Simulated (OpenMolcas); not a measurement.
## Sn³⁺: CASPT2 settings compared

```yaml
Program: OpenMolcas 26.06
Basis: ANO-R1 [6s5p3d1f]
Scalar_Hamiltonian: X2C, finite nucleus
Active_space: 1 electron in 4 orbitals (5s 5p)
State_averaging: 2S+1 = 2 even, 1 root; 2S+1 = 2 odd, 3 roots
Spin-orbit_coupling: RASSI with atomic mean-field integrals over the reference wave functions, term energies averaged over their components
```

Methods on the same reference wave functions:
A. CASSCF
B. SS-CASPT2, IPEA 0.3 Eh, sigma2 regulariser 0.15 Eh (closed shells correlated: 4d)
C. SS-CASPT2, IPEA 0 Eh, sigma1 regulariser 0.4 Eh (closed shells correlated: 4d)

Energies in cm⁻¹ above 5s ²S_1/2, the measured ground level; measured values from Moore, Atomic Energy Levels, vol. III, NSRDS-NBS 35 (1971 reprint of NBS Circular 467, 1958).

```json
{"Level": "5s ²S_1/2", "A": "0.0", "B": "0.0", "C": "0.0", "Measured": "0.0"}
{"Level": "5p ²P°_1/2", "A": "65778", "B": "67018", "C": "67015", "Measured": "69564"}
{"Level": "5p ²P°_3/2", "A": "72091", "B": "73330", "C": "73328", "Measured": "76072"}
```

Deviations, from unrounded energies. A percentage is the sum of absolute deviations over the sum of measured energies, with the sign that they share, or ± where signs differ.

| Against measurement | Levels | A | B | C |
| --- | --- | --- | --- | --- |
| mean absolute deviation (cm-1) | 2 | 3900 | 2600 | 2600 |
| other configurations (%) | 2 | -5.3 | -3.6 | -3.6 |

B, C lie about equally close to measurement and A furthest from it. The largest miss of B in the table is 5p ²P°_3/2, by -2700 cm-1. The ranking rests on the paired levels alone, and a cruder setting can come out closer through cancelling errors.

Between B and C no level of the table moves by more than 5 cm-1.

The lowest spin-free term lies below A's lowest term by 0.298 hartree in B, 0.299 hartree in C.

The basis is small and was not contracted for so high a charge. With one active electron the reference holds no correlation, so core polarisation is missing (holds for A). With one active electron, CASPT2 adds the correlation within the correlated inactive shells and between them and that electron, and leaves the splitting within a term as the reference gives it (holds for B; C). Computed and measured levels are paired by configuration, term and J; levels that our copy of the source lacks, or whose pairing is in doubt (as where it misses far off the trend of its configuration), stay unpaired and out of the deviations. Levels of configurations outside the active space are missing.

° marks odd parity.
